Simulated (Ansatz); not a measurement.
Spectroscopic constants of ZrO, closed-shell singlet (the spin of the measured ground state). No spin–orbit coupling.

| level | bond energy D_e (kJ/mol) |
|---|---|
| SVWN5/def2-TZVPP | 945.2 |
| r2SCAN/def2-TZVPP | 718.5 |
| B97M-V/def2-TZVPP | 733.6 |
| B3LYP/def2-TZVPP | 738.8 |
| BHLYP/def2-TZVPP | 635.3 |
| CAM-B3LYP/def2-TZVPP | 735.7 |
| wB97X-V/def2-TZVPP | 746.7 |
| wB97M-V/def2-TZVPP | 739.3 |
| CCSD/def2-TZVPP | 698.4 |
| CCSD/def2-QZVPP | 710.2 |
| CCSD(T)/def2-TZVPP | 754.3 |
| CCSD(T)/def2-QZVPP | 768.4 |
| CCSD(T)/CBS(def2-TZVPP, def2-QZVPP) | 775.4 |

The rows run from 635.3 (BHLYP/def2-TZVPP) to 945.2 kJ/mol (SVWN5/def2-TZVPP). From def2-TZVPP to def2-QZVPP CCSD(T) changes by 14.0. The 8 functionals in def2-TZVPP without D3 or D4 span 309.8, from BHLYP to SVWN5.

D_e counts from the fitted minimum to each atom's lowest state at the same level, without counterpoise. The lowest state of Zr differs between levels (2S+1 = 3, 5). The singlet is restricted.

Correlated levels freeze the inner cores; with def2 sets outer-core shells near the valence are correlated too. CBS: X⁻³ extrapolation of the correlation energy, Hartree–Fock from the larger set.

Doubts at one or more of the structures used: a restricted determinant that unrestricted orbitals would lower (CCSD/def2-TZVPP, CCSD/def2-QZVPP, CCSD(T)/def2-TZVPP, CCSD(T)/def2-QZVPP, CCSD(T)/CBS(def2-TZVPP, def2-QZVPP)).

Programs: Ansatz (a program for electronic structure) with Gaussian orbitals.  In def2 rows elements past Kr take small-core potentials, without spin–orbit coupling.
